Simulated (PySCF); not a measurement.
CH3Li.

```xyz
5

Li     0.0000     0.0000    -1.5818
C      0.0000     0.0000     0.3870
H      0.8782     0.5071     0.8078
H      0.0000    -1.0141     0.8078
H     -0.8782     0.5071     0.8078
```
Charge 0, spin multiplicity 1.

Geometry optimised at B3LYP-D3(BJ)/def2-TZVPD. The isomer is the one that the SMILES or the coordinates give; other isomers of the formula were not compared.

Level of theory: HF/pcSseg-2 run with PySCF. Non-relativistic, no solvent.

Computed absolute GIAO shielding of each atom: isotropic value and principal components (ppm):
| atom | σ(iso) | σ11 | σ22 | σ33 | span |
|---|---|---|---|---|---|
| Li1 | 87.2 | 78.5 | 78.5 | 104.7 | 26.2 |
| C2 | 214.8 | 200.1 | 222.2 | 222.2 | 22.0 |
| H3 | 33.5 | 29.5 | 30.1 | 40.8 | 11.3 |
| H4 | 33.5 | 29.5 | 30.1 | 40.8 | 11.3 |
| H5 | 33.5 | 29.5 | 30.1 | 40.8 | 11.3 |
